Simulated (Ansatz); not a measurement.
`[SiH3][GeH]1[CH2][Se]1` + `C=CCO` → `C=CCO[SiH3]` + `[CH2]1[GeH2][Se]1`  (cleavage of the Si–Ge bond)

Computed with Ansatz on PBE0-D4/def2-TZVP structures; ΔE is electronic, products minus reactants. CBS: MP2 limit from def2 TZ/QZ plus the TZ coupled-cluster correction, frozen cores. DFT in def2-TZVPP. B3LYP here is the variant with VWN-RPA as its local correlation; programs differ in this. For Ge, Se outer-core shells are correlated without core-valence functions, which leaves a few kJ/mol of doubt a bond. Scalar relativity is left out up to krypton. Each species was taken in one conformer, which may not be the lowest.

```
             level  ΔE (kJ/mol)  difference from CCSD(T)/CBS
         r2SCAN-D4        -48.3                          3.2
          B3LYP-D4        -52.7                         -1.2
           ωB97X-V        -55.2                         -3.7
           ωB97M-V        -55.6                         -4.1
            B2PLYP        -57.1                         -5.6
               PBE        -34.1                         17.4
              PBE0        -40.4                         11.1
             B3LYP        -55.0                         -3.5
     HF/def2-TZVPP        -77.4                        -25.9
    MP2/def2-TZVPP        -55.2                         -3.7
CCSD(T)/def2-TZVPP        -53.1                         -1.6
     HF/def2-QZVPP        -80.1                        -28.6
    MP2/def2-QZVPP        -55.2                         -3.7
SCS-MP2/def2-QZVPP        -61.3                         -9.8
     MP2/CBS(def2)        -53.7                         -2.2
    CCSD/CBS(def2)        -55.0                         -3.5
       CCSD(T)/CBS        -51.5                            0
```

Largest T1 diagnostic among the species: 0.011.

From PBE to PBE0 (25 % exact exchange), in def2-TZVPP and without D4, ΔE moves by −6.2 kJ/mol. In def2-TZVPP, CCSD(T) changes the Hartree–Fock value by +24.4 kJ/mol (the triples alone add +3.5 kJ/mol) and MP2 by +22.3 kJ/mol.
